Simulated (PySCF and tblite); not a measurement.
C₄H₁₂Cl₂Si₂, numbered as in [CH3:1][Si:2]([CH3:3])([Cl:4])[Si:5]([CH3:6])([CH3:7])[Cl:8]. The ensemble was built from 60 distance-geometry starts (ETKDG, MMFF94s, GFN2-xTB) and rests on GFN2-xTB geometries. Free energies are PBE0-D3(BJ)/pcSseg-1 (IEF-PCM, chloroform) single points with GFN2-xTB rigid-rotor and vibrational terms (modes under about 100 cm⁻¹ blended into free rotors). Symmetry numbers and mirror images are counted. Conformers within 3 kcal/mol (GFN2-xTB free energy) were kept, 10 at most. GIAO shieldings: PBE0/pcSseg-1 (IEF-PCM, chloroform). Shifts are against TMS (¹H), TMS (¹³C), TMS (²⁹Si) at the same level. Programs: PySCF with density fitting and tblite.

Torsions listed: Cl4–Si2–Si5–Cl8. Of a mirror pair one member is shown.

Two conformers hold nearly all the population. I: 68°; δ(Si2/Si5) = 20.66 ppm. II: 180°; δ(Si2/Si5) = 19.34 ppm. The average over the ensemble at 298.15 K is 19.74 ppm.

What populations and free-energy difference follow from a two-state model?

p(I) = (19.74 − 19.34)/(20.66 − 19.34) = 0.30, so K = p(II)/p(I) = 2.30 and G(II) − G(I) = −RT ln K = -0.49 kcal/mol. One of the two counts twice, as a mirror pair, which this difference holds. The weights computed directly are 30.3 % and 69.7 %.

Unscaled ²⁹Si shifts at such levels can be off by tens of ppm; differences between conformers or isomers are more reliable.


Conformer gaps in pcSseg-1 on xTB geometries can be 2 kcal/mol off for S=O, P=O and other polar bonds.